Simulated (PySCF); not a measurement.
Species: C₄H₁₄Ge₂.
Numbering: `[CH3:1][C:2]([CH3:3])([CH3:4])[GeH2:5][GeH3:6]` (hydrogens: H7, H8, H9 on C1; H10, H11, H12 on C3; H13, H14, H15 on C4; H16, H17 on Ge5; H18, H19, H20 on Ge6)

Level: wB97X-D/def2-SVPD in PySCF, non-relativistic, on one gas-phase PBE0-D3(BJ)/def2-SVP geometry that isn't relaxed in the solvent. The solvent is an IEF-PCM continuum (Bondi radii, 1.10 Å for H, scaled by 1.2). Specific hydrogen bonds and non-electrostatic terms are outside this model. Spin–orbit coupling is left out although an atom past zinc is present.

Gas phase at wB97X-D/def2-SVPD: HOMO -9.26 eV, LUMO 1.72 eV, dipole 0.97 D.

Q: What does the continuum do to the energy, the frontier levels and the dipole at wB97X-D/def2-SVPD in chloroform and acetonitrile?

A: 
```tsv
solvent	ε	E(solvent) − E(gas) (kcal/mol)	polarisation term (kcal/mol)	distortion of the solute (kcal/mol)	HOMO (eV)	LUMO (eV)	dipole (D)
chloroform	4.711	-0.61	-0.65	0.04	-9.13	1.78	1.19
acetonitrile	35.69	-0.84	-0.92	0.08	-9.10	1.78	1.27
```

The polarisation term is half the interaction of the solute with the surface charges that it induces; the rest is the cost of distorting the solute's density. The sum is the electrostatic part of solvation alone. From chloroform to acetonitrile the lowering changes by a factor 1.38, Onsager's factor (ε − 1)/(2ε + 1) by 1.35 and ε itself by 7.6.

Q: How does the static polarisability (wB97X-D/def2-SVPD, frozen core, with the continuum's full static response) change?

A: 
| medium | isotropic (au) | principal values (au) | ⟨r²⟩ of the electrons (bohr²) |
| --- | --- | --- | --- |
| gas | 117.1 | 103.5, 110.8, 136.9 | 1635.2 |
| chloroform | 150.1 | 134.9, 144.6, 170.8 | 1635.4 |
| acetonitrile | 166.9 | 152.8, 162.5, 185.3 | 1635.5 |

The isotropic value in acetonitrile is 1.43 times the gas-phase one; no cavity-field correction is applied. ⟨r²⟩ is taken about the centre of nuclear charge.

Hardware: Arm Neoverse V2, one thread, no GPU, on a shared host. Cost: 94 s of wall time. This is the whole response run at wB97X-D/def2-SVPD in acetonitrile, SCF included.

The values belong to the conformer `[CH3:1][C:2]([CH3:3])([CH3:4])[GeH2:5][GeH3:6]`: C1–C2–Ge5–Ge6 -59°.

Note: wB97X-D ran without an empirical dispersion term, which enters the total energy and its gradient alone.
